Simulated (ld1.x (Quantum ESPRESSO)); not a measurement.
What one change does to a pseudopotential (arsenic (As), TM)

arsenic, norm-conserving Troullier–Martins (Kleinman–Bylander form), made with ld1.x (Quantum ESPRESSO) 7.5 (PBE, scalar-relativistic). Core [Ar] 3d10, reference 4s2 4p1 (charge +2). Waves: 4p (bound): rc 1.60 bohr; 4s (bound): rc 1.30 bohr. Local part: the s channel. Core correction: Bessel-smoothed model core, default radius (core density twice the valence density).

All-electron outer shells of the reference configuration (PBE, scalar-relativistic, ld1.x):

| shell | level (eV) | outermost node (bohr) | outermost maximum (bohr) |
| --- | --- | --- | --- |
| 4s | -33.45 | 0.73 | 1.57 |
| 4p | -22.67 | 0.77 | 1.83 |

Change: reference 4s2 4p3.

Cutoffs: the cutoffs (Ry, on a coarse ladder) from which the occupation-weighted sum of valence levels, in a spherical-Bessel basis at the reference potential, stays within 10 and 1 mRy of its value at 400 Ry; they do not see the model core or the augmentation charge, which bear on the density cutoff. Errors are all-electron minus pseudo energies relative to the spin-unpolarised reference configuration.

What does the change do?

The potential gets softer (50 Ry and 120 Ry → 45 Ry and 100 Ry); both files keep a bound ghost (p); the range in which the s phases agree widens (upper end 2.5 → 3.8).

| quantity | base | changed |
| --- | --- | --- |
| cutoff, loose | 50 Ry | 45 Ry |
| cutoff, tight | 120 Ry | 100 Ry |
| bound ghosts | p | p |
| largest error over its own tests, meV | -188 | -334 |
| s: phases at 1.75 bohr within 0.05 rad from the reference energy up to (Ry; the scan ends near 5) | 2.5 | 3.8 |
| p: phases at 1.75 bohr within 0.05 rad from the reference energy up to (Ry; the scan ends near 5) | to the end of the scan | to the end of the scan |

 A true bound ghost makes a file unfit for plane-wave use even where its test errors are small: the radial tests pick states by their node count and pass the ghost by.
